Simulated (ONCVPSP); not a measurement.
**An all-electron radial function and its pseudo partner (copper)**

Columns: radius, all-electron u(r) and pseudo u(r) of the 3p shell (level -72.14 eV) of copper in the configuration [Ne] 3s2 3p6 3d10 4s1; PBE, scalar-relativistic, ONCV scheme, ONCVPSP 4.0.1.

```tsv
r (bohr)	all-electron	pseudo
0.072	-0.4937	0.0459
0.145	-0.6297	0.1779
0.217	-0.2897	0.3712
0.290	0.2046	0.5990
0.362	0.6426	0.8209
0.435	0.9630	1.0115
0.507	1.1516	1.1447
0.580	1.2346	1.2149
0.652	1.2387	1.2236
0.725	1.1906	1.1832
0.798	1.1112	1.1087
0.870	1.0169	1.0164
0.942	0.9168	0.9167
1.015	0.8159	0.8159
1.088	0.7198	0.7198
1.160	0.6318	0.6318
1.232	0.5517	0.5517
1.305	0.4788	0.4788
1.378	0.4140	0.4140
1.450	0.3578	0.3578
1.522	0.3085	0.3085
1.595	0.2649	0.2649
1.668	0.2270	0.2270
1.740	0.1948	0.1948
1.812	0.1669	0.1669
1.885	0.1426	0.1426
```

Q: How many radial nodes do the two functions have?

A: The all-electron 3p function has n − l − 1 = 1; the pseudo-wave has 0, since the states of the same l below it are removed with the core.

Q: At about which radius was the pseudo-wave matched?

A: 1.00 bohr. The columns agree to 0.0005 from 0.87 bohr on; several derivatives are matched, so the curves merge somewhat inside the radius.

Q: Where does each function peak?

A: Outermost all-electron maximum near 0.65 bohr, pseudo maximum near 0.65 bohr (to the table’s step).

Q: Is the pseudo-wave norm-conserving?

A: Yes: the ONCV scheme keeps the norm inside the radius equal to the all-electron one, which fixes the energy derivative of the logarithmic derivative at the level.
